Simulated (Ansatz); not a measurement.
Species: C₅H₁₀, SMILES `C[C@@H]1C[C@@H]1C` (charge 0, multiplicity 1).

**Question.** Give a relaxed geometry from PBE0-D3(BJ)/def2-TZVP in Ansatz (a first-principles code).

**Answer.** the end point of this relaxation (outside a Z-matrix the atoms follow the SMILES, hydrogens last).
Cartesian coordinates (Å) in one orientation:
```xyz
15

C      1.533    -0.188    -0.720
C      0.817     0.207     0.541
C     -0.115    -0.747     1.230
C     -0.659     0.489     0.575
C     -1.526     0.396    -0.648
H      0.931    -0.859    -1.335
H      1.784     0.686    -1.328
H      2.465    -0.710    -0.487
H      1.410     0.830     1.204
H     -0.306    -1.691     0.730
H     -0.101    -0.809     2.311
H     -0.951     1.281     1.258
H     -1.242    -0.444    -1.285
H     -1.465     1.306    -1.253
H     -2.573     0.252    -0.369
```
